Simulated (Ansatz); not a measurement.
Geometry optimisation, RKS PBE0/STO-3G (Ansatz).

Input file:

```yaml
crystal:
  periodic: [false, false, false]
  atoms:
    - { symbol: C, position_ang: [-0.755, -1.1024, 1.7006] }
    - { symbol: S, position_ang: [0.14, 0.3306, 2.3793] }
    - { symbol: B, position_ang: [1.0198, 0.7099, 0.7556] }
    - { symbol: O, position_ang: [2.0342, 0.3051, -0.3077] }
    - { symbol: Si, position_ang: [0.8261, 1.1848, -1.1684] }
    - { symbol: "N", position_ang: [-0.1842, 0.0894, -2.1194] }
    - { symbol: H, position_ang: [-0.0918, -1.8205, 1.2698] }
    - { symbol: H, position_ang: [-1.4578, -0.6753, 0.896] }
    - { symbol: H, position_ang: [-1.397, -1.5066, 2.5409] }
    - { symbol: H, position_ang: [1.5399, 2.2532, -1.8548] }
    - { symbol: H, position_ang: [-0.8718, 0.6651, -2.6277] }
    - { symbol: H, position_ang: [-0.7254, -0.4886, -1.4303] }
basis:
  gaussian: { orbitals: STO-3G }
hamiltonian:
  xc: pbe0
relax:
  f_tol: 0.015
  max_steps: 40
```

Launched with:

```bash
$ ansatz run input.yaml --threads 1 --pin off --max-ram 2048MiB --backend cpu --events-out ev --progress --plain --runs-dir out
```

**Question.** Where does it end, and by what steps?

**Answer.** It converged. The force dipped under the threshold on the way, but the program's further checks kept it going. Limits of this set-up: minimal basis. After 30 steps the energy has fallen by 2.110 eV; H10 moved furthest, 1.49 Å.

| step | energy less start (eV) | largest force component (eV/Å) | accepted |
| --- | --- | --- | --- |
| 0 | 0.0000 | 5.068 | yes |
| 2 | -1.5032 | 1.081 | yes |
| 4 | -1.6559 | 0.554 | yes |
| 6 | -1.8279 | 0.935 | yes |
| 8 | -1.9957 | 0.979 | yes |
| 10 | -2.0717 | 0.345 | yes |
| 12 | -2.0980 | 0.161 | yes |
| 14 | -2.0853 | 0.745 | no |
| 16 | -2.1040 | 0.167 | yes |
| 18 | -2.1053 | 0.164 | no |
| 20 | -2.1068 | 0.061 | yes |
| 22 | -2.1068 | 0.131 | no |
| 24 | -2.1082 | 0.068 | yes |
| 26 | -2.1090 | 0.044 | yes |
| 28 | -2.1094 | 0.036 | yes |
| 30 | -2.1095 | 0.004 | yes |

```xyz
12
Properties=species:S:1:pos:R:3
C -0.837 -0.945 2.192
S 0.950 -0.633 2.019
B 0.961 0.219 0.482
O 1.932 0.769 -0.290
Si 0.325 0.987 -1.082
N 0.363 0.175 -2.628
H -1.222 -1.584 1.387
H -1.417 -0.013 2.202
H -1.003 -1.461 3.146
H 0.164 2.407 -1.308
H 0.010 0.753 -3.417
H -0.149 -0.729 -2.670
```

Whether the end is a true minimum wasn't checked by a vibrational analysis.

Time of the run: 110 s on 1 thread of Intel(R) Xeon(R) Processor @ 2.70GHz, on a shared host, peak memory 0.22 GiB.
